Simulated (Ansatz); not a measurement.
Basis sets compared for PtO2⁻. Total charge -1; doublet. Geometry r2SCAN-D4/def2-TZVPD. Ansatz on 4 threads of Arm Neoverse V1 on a shared host; times are rough, and most runs start from earlier orbitals.

```
atom    x (Å)    y (Å)    z (Å)
 Pt1   0.0000   0.0000   0.0000
  O2  -0.2328   1.6041  -0.7070
  O3   0.2328  -1.6041   0.7070
```

In the def2 sets Pt takes a core potential; there is no spin–orbit coupling. At PBE-D4/def2-SVPD, PBE-D4/def2-TZVPD the highest occupied level of the charge -1 doublet lies above zero (up to 0.83 eV). By energy differences its removal costs 2.74 eV (vertical, to the charge 0 singlet, at PBE-D4/def2-TZVPD); a positive level beside a positive removal energy at the same level points to self-interaction error. At PBE-D4/def2-SVPD, PBE-D4/def2-TZVPD the gap within one spin of the charge -1 doublet nearly closes, so an electron or hole may be smeared out by delocalisation error. The structure comes from a short search, and lower isomers may exist.

```json
{"level": "PBE-D4/def2-SVPD", "functions": "81", "energy (Eh)": "-269.6163", "HOMO (eV)": "0.79", "LUMO (eV)": "0.80", "wall time": "3 s"}
{"level": "PBE0-D4/def2-SVPD", "functions": "81", "energy (Eh)": "-269.5112", "HOMO (eV)": "-0.97", "LUMO (eV)": "1.66", "wall time": "4.6 s"}
```

Question: Estimate the rows for PBE-D4/def2-TZVPD, PBE0-D4/def2-TZVPD.

Answer: 
```tsv
level	functions	energy (Eh)	HOMO (eV)	LUMO (eV)	wall time
PBE-D4/def2-TZVPD	123	-269.8020	0.83	0.85	6 s
PBE0-D4/def2-TZVPD	123	-269.6989	-0.91	1.75	18 s
```
